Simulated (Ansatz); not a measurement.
Input file for Ansatz (a quantum-chemistry and plane-wave program): R-r2SCAN/def2-TZVPP on ZnO, 2S+1 = 1, a spin state set in the input, which need not be the lowest, a point of a bond scan (R = 1.704 Å).

Ansatz 0.2 input:
```yaml
crystal:
  periodic: [false, false, false]
  atoms:
    - {symbol: Zn, position_ang: [0.00000000, 0.00000000, 0.00000000]}
    - {symbol: O, position_ang: [0.00000000, 0.00000000, 1.70433800]}
basis:
  gaussian:
    orbitals: def2-TZVPP
    pivot_positions_ang: [[0.00000000, 0.00000000, 0.00000000], [0.00000000, 0.00000000, 1.70433800]]
hamiltonian:
  xc: {name: r2SCAN}
output: {forces: true, orbitals: {seedname: ./end}}
```

Q: Give the final energy of this run.

A: -1854.4904 hartree.
